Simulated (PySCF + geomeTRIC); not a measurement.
Species: C$_{2}$H$_{6}$BN, SMILES `B/C=N\C` (charge 0, multiplicity 1).

Question: Give a relaxed geometry from B3LYP-D3(BJ)/def2-TZVP (PySCF + geomeTRIC).

Answer: One answer among several that fit: the end point of this relaxation, one of several conformers (outside a Z-matrix the atoms follow the SMILES, hydrogens last).
Cartesian coordinates (Å) in one orientation:
```xyz
10

B      1.498    -0.647     0.086
C      0.824     0.744    -0.123
N     -0.417     1.054    -0.176
C     -1.433     0.029    -0.088
H      1.006    -1.506     0.746
H      2.570    -0.838    -0.398
H      1.496     1.600    -0.251
H     -2.186     0.355     0.632
H     -1.067    -0.968     0.179
H     -1.938    -0.034    -1.056
```
